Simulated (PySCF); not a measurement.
Predicted microwave data (PBE0-D3(BJ)/def2-SVP geometry optimisation, gas phase in PySCF 2.14.0) for one isomer of C3H7Al:

* Rotational constants: A = 14914, B = 3447, C = 3326 MHz
* Dipole components: |μa| = 0.86 D, |μb| = 0.00 D, |μc| = 0.36 D
* Inertial defect: -28.55 u·Å²
* κ: -0.98

Question: Which structure is it? (One computed conformer of each.)
A. `[CH2:1]=[CH:2][AlH:3][CH3:4]` with C1–C2–Al3–C4 0°
B. `[AlH2:1][CH:2]1[CH2:3][CH2:4]1` with H–Al1–C2–C3 34° and -146°
C. `C=[C](C)[AlH2]`
D. `[CH2:1]=[CH:2][CH2:3][AlH2:4]` with C1–C2–C3–Al4 -5°, C2–C3–Al4–H -84° and 97°

Answer: B. It is [AlH2][CH]1CC1, a near-prolate asymmetric top, point group Cs. The candidates at the same level (rigid rotor, commonest isotopes):

```
          SMILES  A (MHz)  B (MHz)  C (MHz)  μa (D)  μb (D)  μc (D)  Δ (u·Å²)  point group                        rotor
  C=[C](C)[AlH2]     9068     4169     2907    0.84    0.08    0.00     -3.12           Cs               asymmetric top
  [AlH2][CH]1CC1    14914     3447     3326    0.86    0.00    0.36    -28.55           Cs  near-prolate asymmetric top
  C=C[CH2][AlH2]    10986     3772     2986    0.56    0.90    0.01    -10.74      near Cs               asymmetric top
C=[CH][AlH][CH3]    10246     3601     2710    0.34    0.80    0.00     -3.14           Cs               asymmetric top
```

`C=[C](C)[AlH2]` has A 39 % too low; `C=C[CH2][AlH2]` has A 26 % too low; `C=[CH][AlH][CH3]` has A 31 % too low. In the right answer the mirror of this Cs structure is the ac plane, so μb vanishes by symmetry. No structure here is proved a minimum.
